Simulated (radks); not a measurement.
Spherical jellium clusters: N electrons in a uniform positive sphere of charge N and radius rs N^(1/3), rs = 2.04 bohr. Calculated with a radial shooting solver with Libxc functionals: non-relativistic Kohn-Sham, PBEsol, spin-polarised, spherical densities. Levels are named by radial order and angular momentum (1s, 1p, 1d, 2s, ...), and open shells are averaged over m.

N = 14, configuration 1s2 1p6 1d(up 5, down 0) 2s(up 1, down 0). This is the lowest configuration that the search found. Occupied and some empty levels:

level    occupation  eigenvalue (eV)  <r> (bohr)
1s up             1          -12.013       3.118
1s down           1          -11.029       3.054
1p up             3          -8.4026       3.930
1p down           3          -7.2622       3.846
1d up             5          -4.4019       4.687
2s up             1          -3.7542       4.677
1d down           0          -3.1035       4.685
2s down           0          -2.5195       4.980
2p up             0         -0.88093       7.753
1f up             0         -0.47783       6.088

Energy (eV): total -1.33778, kinetic 78.349, external -1226.9, Hartree 582.44, exchange-correlation -86.066, background 650.86.
